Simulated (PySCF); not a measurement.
## `c1nnc2nsnc2n1`, C$_{3}$HN$_{5}$S

Geometry:
| atom | x (Å) | y (Å) | z (Å) |
| --- | --- | --- | --- |
| C1 | -1.359 | -0.125 | -1.129 |
| N2 | -1.206 | 1.217 | -0.864 |
| N3 | -0.286 | 1.624 | -0.068 |
| C4 | 0.505 | 0.666 | 0.479 |
| N5 | 1.508 | 0.909 | 1.324 |
| S6 | 2.130 | -0.542 | 1.680 |
| N7 | 1.185 | -1.526 | 0.804 |
| C8 | 0.318 | -0.728 | 0.179 |
| N9 | -0.658 | -1.122 | -0.660 |
| H10 | -2.178 | -0.346 | -1.821 |

Level of theory: quadratic response CAM-B3LYP/aug-cc-pVDZ first hyperpolarisability, Taylor convention, gas phase in PySCF. Geometry: PBE0-D3(BJ)/def2-SVP.

Question: Give the tensor of the static β(0;0,0) in the axes of these coordinates.

Answer: In au, Taylor convention; rows are the first index (the induced dipole):
```
      xx     yy     zz     xy     xz    yz
x  -16.4  +13.2   +5.8   +2.8  +15.1  -1.4
y   +2.8  -39.4   +9.2  +13.2   -1.4  +4.9
z  +15.1   +4.9  -20.7   -1.4   +5.8  +9.2
```
Norm of βᵢ = ⅓ Σⱼ (βᵢⱼⱼ + βⱼᵢⱼ + βⱼⱼᵢ): 27.6 au, hyper-Rayleigh value 20.8 au.
